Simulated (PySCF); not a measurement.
# Spinor energies of Se²⁺ (selenium, charge +2)

Start: [Ar] 3d10 4s2 4p2; 4p3/2 filled at m_j = +1/2, +3/2. Calculated with PySCF 2.14 in x2c-SVPall-2c with one added diffuse shell each of s, p, d type (6s7p4d, 47 functions): generalised Hartree-Fock with the X2C-1e Hamiltonian and a Gaussian nucleus; one run each with spin-orbit coupling (SO) switched off, then screened by Boettger's factors. This is a chosen level, not necessarily the ground level.

```tsv
spinor shell	electrons	ε, spin-free (eV)	ε, screened SO (eV)	weight of nominal j (screened SO)	rms radius, screened SO (bohr)
1s1/2	2	-12756.1	-12755.9	1.000	0.0508
2s1/2	2	-1718.4	-1718.4	1.000	0.212
2p1/2	2	-1509.6	-1538.3	1.000	0.187
3s1/2	2	-273.43	-273.45	1.000	0.613
3p1/2	2	-205.58	-209.88	0.998	0.629
3p3/2	4	-205.58	-203.54	0.999	0.639
3d3/2	4	-93.363	-93.970	0.979	0.693
3d5/2	6	-93.363	-93.001	0.986	0.696
4s1/2	2	-42.768	-42.788	0.999	1.84
4p3/2	2	-31.331	-31.256	0.739	2.16
```

Problem. Where does 2p3/2 lie, and what is the 2p spin-orbit splitting (screened SO)?

Solution. At -1495.8 eV, 42.554 eV above 2p1/2.

```
   quantity    spin-free  screened SO
E (hartree)  -2426.54415  -2426.63506
        M_J            2            2
       ⟨J²⟩        6.008        6.004
       ⟨L²⟩        2.005        2.156
       ⟨S²⟩        2.002        1.932
```

Each row is a mean over spinors that exchange with the open shell spreads, by up to 5.705 eV (4s1/2).

Rows whose weight is well below 1 are mixtures of j = l ± 1/2: exchange outweighs spin-orbit coupling there, and the label is only the starting occupation.

Without spin-orbit coupling the j labels of p, d and f shells carry no meaning; the spin-free column gives the mean over the occupied spinors of each nl shell.
